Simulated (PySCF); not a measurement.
Radial density of Ru (ruthenium, neutral)

UHF, [Kr] 4d6 5s2, high-spin 5D determinant (an excited configuration). Computed with PySCF 2.14 in aug-cc-pVDZ-PP with ECP28MDF (5s5p4d2f, 54 functions), with a scalar-relativistic core potential. This is the valence pseudo-density: the core potential removes the inner electrons and smooths the orbitals near the nucleus.

```tsv
r (bohr)	4πr²ρ (e/bohr)	4πr²(ρα − ρβ)
0.0213	1.166e-05	0.0000
0.0359	3.025e-05	0.0000
0.0603	7.650e-05	0.0000
0.102	0.0002950	0.0000
0.171	0.002931	0.0007
0.287	0.05941	0.0145
0.483	1.576	0.2651
0.812	11.56	1.9413
1.37	9.414	2.8343
2.30	2.208	0.9160
3.87	0.5857	0.0346
6.50	0.06274	-0.0173
10.9	0.0005267	-0.0005
```

Energies and moments cover only the electrons outside the core potential.

Where is the radial spin density 4πr²(ρα − ρβ) most negative, and why is it negative at all?

Around r = 6.50 bohr, down to -0.0173 e/bohr: exchange with the open shell polarises the paired shells in an unrestricted calculation.
